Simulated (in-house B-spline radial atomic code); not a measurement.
The numbers below are computed, except where a source is named.
Weak and strong correlation along the adiabatic connection

Two-electron singlets in several external potentials (atomic units), by full CI in B-splines with partial waves to l = 8 (correlation energies up to 0.6 % small). The repulsion is scaled by λ at fixed density; W(λ) is the mean repulsion less the Hartree energy, W(0) = E_x, and the area under W from 0 to 1 is E_xc.

Relative drop (W(λ) − E_x)/E_x:

```tsv
system	λ = 0.12	λ = 0.25	λ = 0.4	λ = 0.6	λ = 0.8	λ = 1
−V exp(−r²/w²), V = 6.69, w = 7.55	0.0231	0.0454	0.0681	0.0940	0.1159	0.1346
−Z exp(−kr)/r, Z = 1.75, k = 0.239	0.0137	0.0276	0.0425	0.0607	0.0771	0.0921
ω²r²/2, ω = 7.45	0.0056	0.0114	0.0179	0.0263	0.0344	0.0421
−Z/r, Z = 7.75	0.0024	0.0050	0.0079	0.0118	0.0155	0.0193
empty sphere, radius 5.31 bohr	0.0415	0.0781	0.1120	0.1470	0.1738	0.1948
−V exp(−r²/w²), V = 1.16, w = 4.4	0.0298	0.0575	0.0846	0.1144	0.1387	0.1588
−Z exp(−kr)/r, Z = 2.47, k = 0.321	0.0088	0.0178	0.0278	0.0403	0.0521	0.0631
```

(1) Order the systems by how far second-order (GL2) theory, half the initial slope (estimated from the first points of each curve), overshoots the correlation energy, least first.
A. −V exp(−r²/w²), V = 1.16, w = 4.4
B. −Z exp(−kr)/r, Z = 1.75, k = 0.239
C. empty sphere, radius 5.31 bohr
D. −V exp(−r²/w²), V = 6.69, w = 7.55
E. −Z/r, Z = 7.75
F. ω²r²/2, ω = 7.45
G. −Z exp(−kr)/r, Z = 2.47, k = 0.321

(2) What else changes along this order?

Answers

(1) E (GL2/E_c = 1.03), F (GL2/E_c = 1.08), G (GL2/E_c = 1.12), B (GL2/E_c = 1.18), D (GL2/E_c = 1.33), A (GL2/E_c = 1.43), C (GL2/E_c = 1.59).

(2) The ratio follows the bend of the curve. With it the leading natural occupation goes from 1.999 to 1.871 and −T_c/E_c from 0.97 to 0.62 between the first and the last.
